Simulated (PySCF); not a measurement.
# Xe²⁺ (xenon, charge +2) across methods

[Kr] 4d10 5s1 5p5, high-spin 3P determinant (an excited configuration). Computed with PySCF 2.14 in aug-cc-pwCVTZ-DK3 (10s9p7d4f1g, 109 functions), with scalar relativity by spin-free X2C-1e.

```
   method  E (hartree)  mean ε 5s α (eV)  mean ε 5p α (eV)  mean ε 5p β (eV)  Σ⟨r²⟩ (bohr²)   ⟨S²⟩
   r2SCAN     -7444.51           -41.774           -28.507           -26.467          43.81  2.007
CAM-B3LYP     -7444.91           -44.912           -30.788           -28.704          43.92  2.002
      LDA     -7437.81           -40.954           -28.059           -26.602          43.70  2.002
      PBE     -7444.10           -40.770           -27.957           -26.361          43.77  2.003
      M06     -7444.67           -42.786           -29.238           -27.047          43.82  2.002
  LC-wPBE     -7444.04           -46.692           -32.348           -30.045          43.69  2.003
     PBE0     -7444.16           -43.287           -29.495           -27.324          43.81  2.004
```

(1) Estimate the same row for UHF.

Results:

(1) E (hartree) = -7441.52932; mean ε 5s α (eV) = -49.797; mean ε 5p α (eV) = -33.162; mean ε 5p β (eV) = -28.885; Σ⟨r²⟩ (bohr²) = 44.42; ⟨S²⟩ = 2.010.
